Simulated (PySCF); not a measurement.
Mo(NH)2(Cl)2 (Cl₂H₂MoN₂), SMILES [Mo]([Cl])([Cl])(=[NH])=[NH], multiplicity 1. Coordinates come from a PBE-D3(BJ)/def2-SVP optimisation. The spin state was assumed, not searched. The structure was generated by enumeration; whether it is a known compound was not checked. The def2 effective core potentials stand for the cores of Mo; spin–orbit coupling is left out.

Level of theory: PBE-D3(BJ)/def2-SVP (PySCF).

Harmonic wavenumbers (cm⁻¹): 106, 170, 204, 207, 290, 360, 384, 411, 594, 603, 717, 967, 995, 3495, 3498. Rotational constants (GHz): 2.706, 1.514, 1.280; symmetry number 2.

Work out the zero-point energy and the ideal-gas rigid-rotor harmonic-oscillator thermochemistry at 298.15 K and 1 atm.

ZPE = ½ Σ hcν = ½ × 13000 cm⁻¹ = 77.76 kJ/mol. H − E(el) = 99.10 kJ/mol. Entropy in J/(mol K): translation 174.63, rotation 113.51, vibration 66.45, total 354.59. G − E(el) = -6.62 kJ/mol. Cp = 105.86 J/(mol K). Modes under 150 cm⁻¹ make the vibrational entropy uncertain.
